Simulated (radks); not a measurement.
Results of a calculation; reference values are marked as such.
Question: Radial electron density D(r) = 4 pi r^2 rho(r) of an atom or ion with 19 electrons. Code: a radial shooting solver on a logarithmic mesh with Libxc functionals. Model: scalar-relativistic Kohn-Sham, Wu-Cohen GGA, spin-polarised, spherical densities, point nucleus.

r (bohr)  D(r) (e/bohr)   spin D(r)
0.002389         0.4330    0.000320
0.002715         0.5501    0.000407
0.00311          0.7079    0.000523
0.003535         0.8955    0.000661
0.00405           1.147    0.000846
0.004603          1.443     0.00106
0.005232          1.809     0.00133
0.005994          2.293     0.00169
0.006812          2.853     0.00210
0.007805          3.580     0.00262
0.008871          4.409     0.00322
0.01016           5.464     0.00398
0.01155           6.639     0.00482
0.01313           8.004     0.00577
0.01504           9.666     0.00692
0.01709           11.42     0.00810
0.01958           13.47     0.00941
0.02226           15.52      0.0107
0.0253            17.62      0.0118
0.02898           19.79      0.0128
0.03294           21.66      0.0134
0.03774           23.29      0.0134
0.04289           24.35      0.0128
0.04875           24.83      0.0113
0.05585           24.63     0.00887
0.06348           23.81     0.00589
0.07273           22.40     0.00240
0.08266           20.85   -0.000569
0.0947            19.36    -0.00244
0.1076            18.50    -0.00203
0.1223            18.47     0.00127
0.1402            19.49     0.00826
0.1593            21.30      0.0175
0.1825            23.63      0.0280
0.2074            25.51      0.0358
0.2357            26.37      0.0386
0.2701            25.59      0.0337
0.307             23.11      0.0226
0.3517            19.04     0.00833
0.3997            14.66  -0.0000996
0.4579            10.51     0.00430
0.5205            7.905      0.0244
0.5915            6.856      0.0558
0.6777            7.154      0.0886
0.7703            8.033       0.102
0.8825            8.702      0.0847
1.003             8.528      0.0447
1.14              7.481     0.00354
1.306             5.743    -0.00760
1.484             3.998      0.0368
1.701             2.458       0.144
1.933             1.485       0.275
2.197            0.9412       0.391
2.517            0.6610       0.458
2.86             0.5134       0.447
3.277            0.3769       0.361
3.725            0.2477       0.244
4.267            0.1323       0.132
4.85            0.06124      0.0612
5.512           0.02317      0.0232
6.315          0.006339     0.00634
7.178          0.001415     0.00141
8.223         0.0002070    0.000207

What is the nuclear charge?

Answer: Z = 21. The innermost maximum, from 1s, lies near gamma/Z bohr with gamma = sqrt(1 - (Z/c)^2) = 0.988, here 0.0471 bohr (found: 0.0503), and its height grows with Z. The density is that of the scandium ion Sc2+ in [Ar] 4s1; the configuration itself is not fixed sharply by these data, and Z only to about a unit. D(r) has 3 maxima, at r = 0.0503, 0.240, 0.919 bohr, and minima at 0.116, 0.611 bohr, inside which lie 2.15, 10.36 electrons.
